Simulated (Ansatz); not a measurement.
Stepwise reaction of `[SiH3][O][In]([Cl])[Cl]` with water, as a gas-phase model of exchange steps in deposition or etching. ΔE in kJ/mol.

Computed with Ansatz on PBE0-D4/def2-TZVP structures; ΔE is electronic, products minus reactants. CBS: MP2 limit from def2 TZ/QZ plus the TZ coupled-cluster correction, frozen cores. This one scheme is used for every species. Functionals use def2-TZVPP. B3LYP here is the variant with VWN-RPA as its local correlation; programs differ in this. Elements past krypton have def2 core potentials. For In outer-core shells are correlated without core-valence functions, which leaves a few kJ/mol of doubt a bond. One conformer a species, not always the lowest.

```
step                                                           reaction  PBE-D4  B3LYP-D4  ωB97M-V  CCSD(T)/CBS
   2  `[OH][In]([Cl])[O][SiH3]` + H₂O → `[OH][In]([OH])[O][SiH3]` + HCl    83.6      87.3     88.9         87.3
```

Q: Give the row of step 1, `[SiH3][O][In]([Cl])[Cl]` + H₂O → `[OH][In]([Cl])[O][SiH3]` + HCl. (Estimate.)

A: Computed: 
```
step                                                           reaction  PBE-D4  B3LYP-D4  ωB97M-V  CCSD(T)/CBS
   1  `[SiH3][O][In]([Cl])[Cl]` + H₂O → `[OH][In]([Cl])[O][SiH3]` + HCl    82.2      87.1     87.8         86.1
```

Q: By hand: ΔE of the 2 steps together at CCSD(T)/CBS.

A: (86.1) + (87.3) = 173.4 kJ/mol, or 86.7 kJ/mol a step.

In ΔE the steps differ by no more than 1.2 kJ/mol. All are uphill at CCSD(T)/CBS. PBE-D4 differs from CCSD(T)/CBS by -3.9 to -3.7 kJ/mol a step. Isolated molecules leave out the surface, adducts and barriers. Largest T1 diagnostic: 0.016.
